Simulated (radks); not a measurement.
Fractional charge and spin in the 5d shell of bismuth: the spin-up occupation runs from 4 to 5 and the spin-down occupation from 4 to 5; the fullest corner is Bi3+, [Xe] 4f14 6s2 5d(up 5, down 5). Calculated with a radial shooting solver on a logarithmic mesh with Libxc functionals: scalar-relativistic Kohn-Sham, BLYP, spin-polarised, spherical densities, finite nucleus; Fermi nuclear charge, rms radius of each element as measured or else 0.836 A^(1/3) + 0.57 fm. Energy (eV) minus the two flat planes that join the four corners (they meet along the diagonal where the two added fractions sum to one electron); zero is where a piecewise linear energy would lie.

down \ up       4     4.5       5
4           0.000  -2.088   0.000
4.5        -2.088   0.192  -1.980
5           0.000  -1.980   0.000

Corners above the fullest one (they belong to Bi4+ and the next ion): (up 5, down 4) 62.412 eV, (up 4, down 5) 62.412 eV, (up 4, down 4) 141.87 eV. With half an added electron in each spin the energy lies 0.192 eV from the planes, and with half an added electron in spin up alone -2.088 eV. The planes are only a guide here: the flat-plane condition holds for ground states with one frontier orbital, while this shell lies below other occupied shells, so the corners above the fullest one are inner-hole states and not the ground states of those ions.
